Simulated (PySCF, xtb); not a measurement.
ClSi, SMILES Cl[Si] (connectivity only; charge and spin as stated), neutral, multiplicity 2.

Harmonic wavenumbers (cm⁻¹) from GFN2-xTB in xtb at its own minimum, in rising order: 389.

Problem. What does B3LYP-D3(BJ)/def2-TZVPD (PySCF) give at its own minimum? (An estimate is asked for; the answer gives what the named calculation found.)

Solution. 508. Paired by order, the mean absolute difference is 119 cm⁻¹ and the zero-point energies are 0.6 and 0.7 kcal/mol.
